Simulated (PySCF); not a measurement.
# UHF on Hf (hafnium, neutral)

Configuration: [Xe] 4f14 5d2 6s2, high-spin 3F determinant. All numbers are calculated (PySCF 2.14, the spin-free X2C one-electron Hamiltonian (Gaussian nucleus), in ANO-RCC-VTZP).

- Total energy: -15072.890768 hartree
- One-electron energy: -20700.6540 hartree
- Hartree (Coulomb) energy: 5935.9311 hartree
- Exchange energy: -308.1678 hartree
- ⟨S²⟩: 2.0165
- ⟨L²⟩: 12.039
- Sum of ⟨r⟩: 45.28 bohr
- Sum of ⟨r²⟩: 75.10 bohr²
- Langevin diamagnetic susceptibility: -59.5 ×10⁻⁶ cm³/mol

```csv
shell,electrons,mean orbital energy (hartree),spread (hartree),"rms radius, mean of both spins (bohr)"
1s β,1,-2413.46656,0,0.0215
1s α,1,-2413.46609,0,0.0215
2s α,1,-417.77641,0,0.0869
2s β,1,-417.77264,0,0.0869
2p α,3,-367.72683,0,0.0788
2p β,3,-367.72330,0,0.0788
3s β,1,-97.37397,0,0.222
3s α,1,-97.37320,0,0.222
3p β,3,-82.07906,0,0.224
3p α,3,-82.07793,0,0.224
3d α,5,-63.41080,0.00496,0.205
3d β,5,-63.40949,0.00138,0.205
4s α,1,-20.73294,0,0.498
4s β,1,-20.73120,0,0.498
4p α,3,-15.60180,0,0.530
4p β,3,-15.60040,0,0.530
4d α,5,-8.74852,0.01294,0.578
4d β,5,-8.74439,0.00497,0.578
5s α,1,-2.96869,0,1.23
5s β,1,-2.91548,0,1.23
5p α,3,-1.64827,0,1.45
5p β,3,-1.55977,0,1.45
4f α,7,-1.13874,0.00200,0.746
4f β,7,-1.13496,0.00788,0.746
5d α,2,-0.27110,0,2.57
6s α,1,-0.25978,0,4.01
6s β,1,-0.21428,0,4.01
```

Spin-orbit coupling, absent here, splits the open shell strongly.

Densities and radii are taken from the X2C orbitals without a picture-change correction, which distorts them close to the nucleus.

Spin-orbit constants ζ (cm⁻¹) from the X2C one-electron operator on these orbitals: bare nucleus, nucleus screened by l(l+1)(2l+1)/3 electrons, and screened by the Breit-Pauli mean field of the electrons.

| shell | bare | screened nucleus | mean field |
| --- | --- | --- | --- |
| 2p | 6083000 | 5914000 | n/a |
| 3p | 1317000 | 1281000 | n/a |
| 3d | 205200 | 176700 | n/a |
| 4p | 295300 | 287100 | n/a |
| 4d | 39330 | 33870 | n/a |
| 4f | 6464 | 3950 | n/a |
| 5p | 36000 | 35000 | n/a |
| 5d | 1751 | 1507 | n/a |

To first order the Landé constant is A = 753.7 cm⁻¹, so the lowest level has J = 2 and lies 0.374 eV below the centre of the term. This holds in LS coupling only.
